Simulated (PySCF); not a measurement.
H₃NbO: fields on a plane

These are results of PySCF, PBE0, basis Nb def2-TZVP with ECP28, O def2-TZVP, H def2-TZVP (scalar-relativistic core potentials, no spin–orbit coupling, density fitting), not measurements.

The singlet minimum has Nb–H 1.771 Å (×3), Nb–O 1.669 Å; H–Nb–H 115.4° (×3), H–Nb–O 102.6° (×3).

The plane holds Nb1 at (0.00, 0.00), O2 at (1.67, 0.00), H3 at (-0.39, 1.73) Å. Columns run from x = -2.25 to 4.05 Å, rows from y = 4.05 (top) to -1.95 Å, in steps of 0.3 Å. Other isomers or separated fragments may lie lower. Core electrons replaced by a potential are absent, the electrostatic potential uses the reduced nuclear charge, and values within about 0.7 Å of such atoms have no physical meaning.

Task: Give the electron localisation function (set to 0 where the density is under 0.005 e/Å³). Every second row and column.

Result: 
```
0.00 0.00 0.00 0.00 0.00 0.00 0.00 0.00 0.00 0.00 0.00
0.00 0.00 0.00 0.00 0.00 0.00 0.00 0.00 0.00 0.00 0.00
0.00 0.00 0.99 1.00 0.99 0.69 0.00 0.00 0.00 0.00 0.00
0.00 0.99 1.00 1.00 1.00 0.85 0.05 0.00 0.00 0.00 0.00
0.00 0.97 1.00 1.00 1.00 0.45 0.09 0.12 0.06 0.00 0.00
0.00 0.42 0.68 0.66 0.32 0.09 0.58 0.59 0.37 0.07 0.00
0.00 0.04 0.22 0.81 0.77 0.32 0.83 0.86 0.76 0.22 0.00
0.00 0.03 0.51 0.87 0.01 0.47 0.64 0.57 0.83 0.28 0.00
0.00 0.02 0.04 0.46 0.86 0.22 0.76 0.79 0.59 0.14 0.00
0.00 0.02 0.01 0.01 0.03 0.05 0.28 0.32 0.17 0.00 0.00
0.00 0.00 0.01 0.01 0.01 0.01 0.02 0.00 0.00 0.00 0.00
```

Task: Give the electrostatic potential (V) (cut at 20 V). Every second row and column.

Result: 
```
 0.1  0.0  0.0 -0.1 -0.1 -0.1 -0.2 -0.2 -0.2 -0.2 -0.2
 0.1  0.0 -0.1 -0.2 -0.2 -0.2 -0.2 -0.2 -0.2 -0.2 -0.2
 0.2  0.0  0.0  0.0 -0.2 -0.3 -0.3 -0.3 -0.3 -0.3 -0.3
 0.3  0.2  1.1  6.0  1.6 -0.1 -0.3 -0.4 -0.5 -0.5 -0.4
 0.7  0.8  3.2 20.0  6.2  1.2  0.0 -0.6 -0.8 -0.7 -0.5
 1.4  2.5  5.3 12.5 15.3  7.6  1.7  0.0 -1.0 -1.0 -0.7
 2.2  4.8 14.1 20.0 20.0 20.0 20.0 20.0  0.1 -1.2 -0.8
 2.4  5.5 17.4 20.0 20.0 20.0 20.0 20.0  1.3 -1.2 -0.9
 1.9  4.0 10.3 20.0 20.0 15.3  6.4  4.4 -0.8 -1.1 -0.8
 1.3  2.2  4.2  7.3  8.0  4.5  1.0 -0.5 -0.9 -0.8 -0.6
 0.8  1.1  1.7  2.2  2.3  1.5  0.4 -0.3 -0.5 -0.5 -0.4
```
